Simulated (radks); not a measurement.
Q: All-electron atom: K XVII in [He] 2s1 (the NIST ground configuration). All-electron calculation, Dirac Kohn-Sham, BLYP, spin-unpolarised, spherical densities, finite nucleus; Fermi nuclear charge, rms radius 3.4349 fm. Program: a radial shooting solver on a logarithmic mesh with Libxc functionals. Some entries of the table are withheld. Estimate them.

| orbital | occ. | eigenvalue (hartree) | <1/r> (bohr^-1) | <r^2> (bohr^2) |
|---|---|---|---|---|
| 1s1/2 | 2 | -161.6514 | (1) | (2) |
| 2s1/2 | 1 | -36.80511 | 4.449 | 0.1322 |
| 2p1/2 | 0 | -35.56495 | 4.389 | (3) |
| 2p3/2 | 0 | -35.40105 | 4.350 | (4) |
| 3s1/2 | 0 | (5) | (6) | 0.6925 |

A: 
(1) 1s1/2 <1/r> (bohr^-1): 18.84
(2) 1s1/2 <r^2> (bohr^2): 0.008647
(3) 2p1/2 <r^2> (bohr^2): 0.09952
(4) 2p3/2 <r^2> (bohr^2): 0.1006
(5) 3s1/2 eigenvalue (hartree): -15.91681
(6) 3s1/2 <1/r> (bohr^-1): 1.896
